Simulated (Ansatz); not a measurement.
`[F][Ga]([Cl])[Cl]` + H₂O → `[OH][Ga]([Cl])[Cl]` + H–F at 600 K and 1 bar (formal hydrolysis of a Ga–F bond).

Calculated with Ansatz (gas phase, PBE0-D4/def2-TZVP geometries, no zero-point term in ΔE). CCSD(T)/CBS is the MP2 limit (def2-TZVPP, def2-QZVPP) plus CCSD(T) − MP2 in def2-TZVPP, frozen cores. This one scheme is used for every species. For Ga outer-core shells are correlated without core-valence functions, which leaves a few kJ/mol of doubt a bond. Scalar relativity is left out up to krypton. One conformer a species, not always the lowest.

```json
{"species": "`[F][Ga]([Cl])[Cl]`", "CCSD(T)/CBS energy (Eh)": "-2943.43698", "H − E (kJ/mol)": "52.2", "S (J/(mol·K))": "377.3"}
{"species": "H₂O", "CCSD(T)/CBS energy (Eh)": "-76.37941", "H − E (kJ/mol)": "76.8", "S (J/(mol·K))": "212.8"}
{"species": "`[OH][Ga]([Cl])[Cl]`", "CCSD(T)/CBS energy (Eh)": "-2919.41483", "H − E (kJ/mol)": "87.4", "S (J/(mol·K))": "396.5"}
{"species": "H–F", "CCSD(T)/CBS energy (Eh)": "-100.39570", "H − E (kJ/mol)": "42.3", "S (J/(mol·K))": "194.0"}
```

H − E and S are ideal-gas, rigid-rotor, harmonic terms from PBE0-D4/def2-TZVP, for one conformer and one mirror image of each species. 1 Eh = 2625.50 kJ/mol, R = 8.31446 J/(mol·K).

Q: By hand: ΔE, ΔH, ΔS and ΔG.

A: ΔE = (-2919.41483) + (-100.39570) − (-2943.43698) − (-76.37941) = 0.00586 Eh = 15.4 kJ/mol. Δ(H − E) = 87.4 + 42.3 − 52.2 − 76.8 = 0.7, so ΔH = 16.1 kJ/mol. ΔS = 396.5 + 194.0 − 377.3 − 212.8 = 0.4 J/(mol·K). ΔG = 16.1 − 600 × (0.4)/1000 = 15.9 kJ/mol.

Q: By hand: the equilibrium constant, and the temperature at which ΔG would vanish if ΔH and ΔS stayed fixed.

A: log₁₀ K = −ΔG/(RT ln 10) = -1.4. ΔG = 0 at ΔH/ΔS = 40250 K, far beyond where these terms or the molecules hold.

The number of gas molecules stays the same, so ΔS is small and ΔH decides. A doubt of 5 kJ/mol in ΔE shifts log₁₀ K by 0.4 here. Other conformers and mirror images would add mixing entropy, several J/(mol·K) or more a flexible species. These are equilibria of isolated gas molecules and say nothing of rates. Largest T1 diagnostic: 0.012 (customary marks: 0.02 for closed shells, 0.045 for open ones).
